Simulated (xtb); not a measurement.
C3H9Bi (SMILES [CH3][Bi]([CH3])[CH3]), singlet, from a rough starting geometry (GFN-xTB shapes and energies of metal compounds can be far from the true ones); GFN2-xTB (xtb).

Input for xtb:
```
$ xtb mol.xyz --gfn 2 --opt vtight --json

# file mol.xyz
13

Bi    -0.00876520    -0.00636419     1.32332232
C     -1.09156589    -1.55156775     0.02705157
H     -0.31445957    -2.06312298    -0.55101481
H     -1.76294301    -1.08917823    -0.59855763
H     -1.55814241    -2.28378457     0.65168125
C     -0.81425632     1.69681445     0.08249586
H     -0.26502553     1.77196045    -0.90964385
H     -0.80781363     2.60474220     0.62146503
H     -1.82640071     1.45617207    -0.17301349
C      1.95772614    -0.18781488     0.06648693
H      1.88353363     0.50210455    -0.77594067
H      1.97875016    -1.14576783    -0.30986356
H      2.79633889     0.01508518     0.64666576
```

Predict the main parts of the log of this xtb run.


```
   ID    Z sym.   atoms
    1   83 Bi     1
    2    6 C      2, 6, 10
    3    1 H      3-5, 7-9, 11-13

           -------------------------------------------------
          |                Calculation Setup                |
           -------------------------------------------------

           -------------------------------------------------
          |                 G F N 2 - x T B                 |
           -------------------------------------------------

          ...................................................
          :                      SETUP                      :
          :.................................................:
          :  # basis functions                  25          :
          :  # atomic orbitals                  25          :
          :  # shells                           17          :
          :  # electrons                        26          :
          :  max. iterations                   250          :
          :  Hamiltonian                  GFN2-xTB          :
          :  restarted?                      false          :
          :  GBSA solvation                  false          :
          :  PC potential                    false          :
          :  electronic temp.          300.0000000     K    :
          :  accuracy                    1.0000000          :
          :  -> integral cutoff          0.2500000E+02      :
          :  -> integral neglect         0.1000000E-07      :
          :  -> SCF convergence          0.1000000E-05 Eh   :
          :  -> wf. convergence          0.1000000E-03 e    :
          :  Broyden damping             0.4000000          :
          :  net charge                          0          :
          :  unpaired electrons                  0          :
          ...................................................

 iter      E             dE          RMSdq      gap      omega  full diag
   1    -13.4464484 -0.134464E+02  0.412E+00    6.51       0.0  T
   2    -13.5031124 -0.566640E-01  0.270E+00    6.56       1.0  T
   3    -13.5341164 -0.310040E-01  0.111E+00    6.41       1.0  T
   4    -13.5349232 -0.806857E-03  0.271E-01    6.37       1.0  T
   5    -13.5349770 -0.537942E-04  0.153E-01    6.38       1.0  T
   6    -13.5349879 -0.109039E-04  0.375E-02    6.39       1.0  T
   7    -13.5349891 -0.122723E-05  0.137E-02    6.39       2.0  T
   8    -13.5349892 -0.118909E-07  0.527E-03    6.39       5.3  T
   9    -13.5349892 -0.239799E-07  0.211E-03    6.39      13.1  T
  10    -13.5349892 -0.421974E-08  0.383E-04    6.39      72.5  T
  11    -13.5349892 -0.402505E-10  0.485E-05    6.39     571.8  T

   *** convergence criteria satisfied after 11 iterations ***

         :::::::::::::::::::::::::::::::::::::::::::::::::::::
         ::                     SUMMARY                     ::
         :::::::::::::::::::::::::::::::::::::::::::::::::::::
         :: total energy             -13.341522978059 Eh    ::
         :: gradient norm              0.109470552723 Eh/a0 ::
         :: HOMO-LUMO gap              6.386334192574 eV    ::
         ::.................................................::
         :: SCC energy               -13.534971397727 Eh    ::
         :: -> isotropic ES            0.019249070087 Eh    ::
         :: -> anisotropic ES          0.005325435197 Eh    ::
         :: -> anisotropic XC          0.008799909442 Eh    ::
         :: -> dispersion             -0.007374246325 Eh    ::
         :: repulsion energy           0.193448419667 Eh    ::
         :: add. restraining           0.000000000000 Eh    ::
         :: total charge              -0.000000000000 e     ::
         :::::::::::::::::::::::::::::::::::::::::::::::::::::

      -----------------------------------------------------------
     |                   =====================                   |
     |                        A N C O P T                        |
     |                   =====================                   |
[...]
 * total energy  :   -13.3523279 Eh     change       -0.1190985E-06 Eh
 * total energy  :   -13.3523283 Eh     change       -0.4202793E-06 Eh
 * total energy  :   -13.3523286 Eh     change       -0.2369028E-06 Eh
 * total energy  :   -13.3523289 Eh     change       -0.3020288E-06 Eh
 * total energy  :   -13.3523292 Eh     change       -0.3006193E-06 Eh
 * total energy  :   -13.3523295 Eh     change       -0.3156508E-06 Eh
 * total energy  :   -13.3523299 Eh     change       -0.3762445E-06 Eh
 * total energy  :   -13.3523303 Eh     change       -0.4673202E-06 Eh
 * total energy  :   -13.3523307 Eh     change       -0.3471874E-06 Eh
 * total energy  :   -13.3523309 Eh     change       -0.2284045E-06 Eh
 * total energy  :   -13.3523311 Eh     change       -0.1559796E-06 Eh
 * total energy  :   -13.3523311 Eh     change       -0.6546189E-07 Eh
   *** GEOMETRY OPTIMIZATION CONVERGED AFTER 119 ITERATIONS ***
         :: total energy             -13.352331118832 Eh    ::
[...]
        16                         -0.0532797              -1.4498
        17                          0.1802797               4.9057
        18                          0.2084344               5.6718
        19                          0.2085045               5.6737
        20                          0.2342696               6.3748
        21                          0.2391314               6.5071
        22                          0.2392420               6.5101
        23                          0.2432100               6.6181
        24                          0.2545301               6.9261
        25                          0.2550373               6.9399
      -------------------------------------------------------------
                  HL-Gap            0.2517101 Eh            6.8494 eV
             Fermi-level           -0.2420738 Eh           -6.5872 eV

     #   Z          covCN         q      C6AA      α(0)
     1  83 Bi       2.686     0.331   442.653    40.009
     2   6 C        3.663    -0.185    24.432     7.090
     3   1 H        0.928     0.022     2.709     2.574
     4   1 H        0.929     0.032     2.559     2.501
     5   1 H        0.928     0.021     2.715     2.577
     6   6 C        3.663    -0.185    24.431     7.090
     7   1 H        0.929     0.032     2.559     2.502
     8   1 H        0.928     0.021     2.716     2.577
     9   1 H        0.928     0.022     2.708     2.573
    10   6 C        3.663    -0.185    24.431     7.090
    11   1 H        0.929     0.032     2.560     2.502
    12   1 H        0.928     0.021     2.714     2.576
    13   1 H        0.928     0.022     2.710     2.574

 Mol. C6AA /au·bohr⁶  :       2524.965614
 Mol. C8AA /au·bohr⁸  :     141220.211358
 Mol. α(0) /au        :         84.234912

Wiberg/Mayer (AO) data.
largest (>0.10) Wiberg bond orders for each atom

 ---------------------------------------------------------------------------
     #   Z sym  total        # sym  WBO       # sym  WBO       # sym  WBO
 ---------------------------------------------------------------------------
     1  83 Bi   2.931 --     6 C    0.971    10 C    0.971     2 C    0.971
     2   6 C    3.977 --     5 H    0.994     3 H    0.994     4 H    0.992
                             1 Bi   0.971
     3   1 H    1.000 --     2 C    0.994
     4   1 H    0.999 --     2 C    0.992
     5   1 H    1.000 --     2 C    0.994
     6   6 C    3.977 --     8 H    0.994     9 H    0.994     7 H    0.992
                             1 Bi   0.971
     7   1 H    0.999 --     6 C    0.992
     8   1 H    1.000 --     6 C    0.994
     9   1 H    1.000 --     6 C    0.994
    10   6 C    3.977 --    12 H    0.994    13 H    0.994    11 H    0.992
                             1 Bi   0.971
    11   1 H    0.999 --    10 C    0.992
    12   1 H    1.000 --    10 C    0.994
    13   1 H    1.000 --    10 C    0.994
 ---------------------------------------------------------------------------

Topologies differ in total number of bonds
Writing topology from bond orders to xtbtopo.mol

molecular dipole:
                 x           y           z       tot (Debye)
 q only:       -0.005      -0.009       0.654
   full:       -0.004      -0.007       0.521       1.324
molecular quadrupole (traceless):
                xx          xy          yy          xz          yz          zz
 q only:       -1.955       0.000      -1.953      -0.020      -0.120       3.908
  q+dip:       -1.474      -0.001      -1.474      -0.014      -0.092       2.948
   full:       -1.193      -0.001      -1.193      -0.008      -0.080       2.386

optimized geometry written to: xtbopt.xyz

           -------------------------------------------------
          | TOTAL ENERGY              -13.352331118832 Eh   |
          | GRADIENT NORM               0.000048909598 Eh/α |
          | HOMO-LUMO GAP               6.849381106140 eV   |
           -------------------------------------------------
```
